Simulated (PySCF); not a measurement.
**Electron correlation in Tl(2+) (thallium, charge +2)**

Starting occupation: [Xe] 4f14 5d10 6s1, 6s1/2 with m_j = +1/2. All numbers are calculated (PySCF 2.14, X2C-1e with screened-nucleus spin-orbit coupling, Gaussian nucleus, in x2c-TZVPPall-2c with one added diffuse shell each of s, p, d, f type (12s12p10d4f, 126 functions)). Frozen: [Xe] 4f14; 11 electrons correlated; the 54 highest virtual spinors left out.

MP2 pair energies summed by pair of shells (mhartree):

```json
{"pair": "5d3/2-5d5/2", "energy": "-114.16", "share (%)": "40.9"}
{"pair": "5d5/2-5d5/2", "energy": "-80.82", "share (%)": "28.9"}
{"pair": "5d3/2-5d3/2", "energy": "-33.75", "share (%)": "12.1"}
{"pair": "5d5/2-6s1/2", "energy": "-31.34", "share (%)": "11.2"}
{"pair": "5d3/2-6s1/2", "energy": "-19.15", "share (%)": "6.9"}
```

Total MP2 correlation energy: -279.22 mhartree.

The virtual space was cut to 110 spinors, which keep -279.22 of the -279.22 mhartree of MP2 correlation.

```tsv
level	correlation energy (mhartree)
CCSD	-266.75
(T)	-4.08
CCSD(T)	-270.83
```

Diagnostics: T1 = 0.0066, largest double amplitude 0.019.

Cost of the coupled-cluster step: 240 s of wall time on 4 threads of Neoverse-V2 (shared host), for 11 occupied and 110 virtual spinors.

This basis was not built for core-valence correlation, so the inner-shell part is incomplete.
